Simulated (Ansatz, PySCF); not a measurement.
Reaction (SMILES): Cl[Se]Cl -> Cl[Se]Cl as doublet, charge -1 (an electron is taken up)
Geometries: B3LYP-D3(BJ)/def2-TZVP minima from Ansatz (an electronic-structure program). A spin state is the lowest found, not a proven ground state.
Geometry of the first species:
SMILES: Cl[Se]Cl
```xyz
3

Se    -0.0048    -0.0006     0.6866
Cl     1.1124     1.2742    -0.6777
Cl    -1.1027    -1.2730    -0.6955
```
Charge 0, spin multiplicity 1.

Quantity: adiabatic electron affinity (0 K, with B3LYP-D3(BJ) harmonic zero-point energies from PySCF), positive where the reaction releases energy, in eV. Cores are frozen in the correlated levels unless marked. Open shells are spin-unrestricted. No spin-orbit coupling. The frozen core is the preceding noble-gas configuration, with the filled d and f shells of earlier blocks. No relativistic terms. Anions need diffuse functions: def2-D sets add few; the other sets have none. CBS marks a two-point X^-3 extrapolation of the correlation energy; Hartree-Fock from the larger set. The bracket is a focal-point correction in the basis named.

```json
[
 {"level": "HF/def2-TZVPP", "program": "Ansatz", "adiabatic electron affinity (eV)": "2.03", "minus last row": "-0.25"},
 {"level": "BLYP-D4/def2-TZVPD", "program": "Ansatz + dftd4", "adiabatic electron affinity (eV)": "2.53", "minus last row": "0.25"},
 {"level": "M06-L/def2-TZVPD", "program": "PySCF", "adiabatic electron affinity (eV)": "2.34", "minus last row": "0.06"},
 {"level": "HSE06-D4/def2-TZVPD", "program": "Ansatz + dftd4", "adiabatic electron affinity (eV)": "2.39", "minus last row": "0.11"},
 {"level": "B2GP-PLYP-D3(BJ)/def2-TZVPD", "program": "Ansatz + dftd3", "adiabatic electron affinity (eV)": "2.37", "minus last row": "0.09"},
 {"level": "B2GP-PLYP/def2-TZVPD", "program": "Ansatz", "adiabatic electron affinity (eV)": "2.39", "minus last row": "0.11"},
 {"level": "RPA@PBE/def2-QZVPP", "program": "Ansatz", "adiabatic electron affinity (eV)": "2.58", "minus last row": "0.30"},
 {"level": "SCS-MP2/STO-3G", "program": "Ansatz", "adiabatic electron affinity (eV)": "-1.92", "minus last row": "-4.20"},
 {"level": "SCS-MP2/def2-SVPD", "program": "Ansatz", "adiabatic electron affinity (eV)": "2.55", "minus last row": "0.27"},
 {"level": "RI-MP2/CBS(def2-TZVPPD,def2-QZVPPD)+[CCSD(T)-MP2]/def2-TZVPPD", "program": "Ansatz", "adiabatic electron affinity (eV)": "2.28", "minus last row": "0.00"}
]
```
